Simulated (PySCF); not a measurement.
# Computed properties of C₃H₇BO₂, SMILES C1C(CB1O)O

C3H7BO2, SMILES C1(CB(O)C1)O. Geometry optimised at r2SCAN-D4/def2-SVP. The structure was generated by enumeration, and PubChem lists no compound with its InChIKey, so it may never have been made. One conformer was computed; it need not be the lowest. All values are computed for the isolated molecule unless a solvent is named; none is compared with measurement here.

**Structure.** All 33 harmonic modes at r2SCAN-D4/def2-SVP (PySCF) are real, so it is a minimum. With heavy atoms numbered as in [OH:1][B:2]1[CH2:3][CH:4]([OH:5])[CH2:6]1, the shortest bond between them is O1–B2 at 1.351 Å and the longest B2–C6 at 1.587 Å.

**Vibrations.** The strongest infrared lines (harmonic, unscaled, degenerate partners summed) lie at 1492 cm⁻¹ (272 km/mol, B 61 %, O 16 %, H 14 %, C 9 %), 1323 cm⁻¹ (130 km/mol, H 64 %, C 28 %), 335 cm⁻¹ (79 km/mol, H 63 %, O 22 %, C 10 %). The softest mode is at 94 cm⁻¹ and the zero-point energy is 65.4 kcal/mol.

**Electronic structure.** r2SCAN/def2-TZVP (PySCF) places the frontier levels at -6.26 and -0.40 eV, a gap of 5.86 eV, and gives a dipole moment of 0.93 D and a mean polarisability of 56.3 bohr³. PBE/def2-TZVP (PySCF) at the same geometry gives -5.95 and -0.78 eV, so its gap is 0.69 eV narrower. An orbital gap is neither the optical nor the fundamental gap.

**Excitations.** TDA-PBE0/def2-SVPD (PySCF) has S1 at 6.32 eV (196 nm, f = 0.002, weak); the most intense of the 10 singlets computed lies at 8.01 eV (f = 0.04). T1 (TDA) is at 5.77 eV, 0.55 eV under S1. TDA-PBE/def2-SVPD (PySCF) puts S1 at 5.29 eV. No vertical singlet excitation falls in the visible range (under 3.1 eV).

**NMR.** GIAO shifts at B3LYP/pcSseg-1 (PySCF) (non-relativistic, atoms alike by connectivity averaged): ¹³C from 35.6 to 67.3 ppm against TMS; ¹H from 1.0 to 5.9 ppm against TMS; ¹¹B at 42.4 ppm against BF3.
